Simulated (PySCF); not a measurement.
## MI for M along group 15

r²SCAN with double-zeta basis sets in PySCF, for the lowest determinant that a PBE0 search found; no spin–orbit coupling. De refers to high-spin ground-configuration atoms. A positive dipole means M(−)I(+).

```
 M       basis  state (unpaired electrons)  Re (Å)  ωe (cm⁻¹)  De (eV)  μ (D)
 P  x2c-SVPall              triplet (π ↑↑)   2.401        367     2.50   0.13
As    def2-SVP              triplet (π ↑↑)   2.504        258     2.47  -0.52
Sb    def2-SVP              triplet (π ↑↑)   2.711        207     2.38  -1.57
```

The shortest bond is that of PI (2.401 Å), the longest that of SbI (2.711 Å).

The rows differ in basis set, which adds steps of its own.

Down a group the atoms grow and get heavier, so bonds lengthen and wavenumbers fall; this series shows no clear exception.

Spin–orbit coupling is left out, which matters for elements this heavy, above all for dissociation energies. States were picked by a PBE0 search and need not be the measured ground states.
